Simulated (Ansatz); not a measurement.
CH5ClNSbSi (`[NH2][Sb]1[CH2][SiH]1Cl`), charge 0, multiplicity 1.

Task: Give a relaxed structure at PBE0-D4/def2-TZVP (Ansatz 0.2.0). (An estimate is asked.)

Result: The calculation gave: 
Cartesian coordinates in Å:
```
N 1.8313 -0.2734 -0.6582
Sb -0.0229 -0.6510 -1.4515
C -0.9202 -0.8702 0.6187
Si -1.1207 0.8936 0.1940
Cl 0.0055 2.2779 1.2014
H 2.5420 -0.8144 -1.1351
H 2.0894 0.7034 -0.7252
H -1.7974 -1.5096 0.6791
H -0.1157 -1.1677 1.2861
H -2.4912 1.4114 -0.0093
```
This is one stationary point; other conformers may exist.
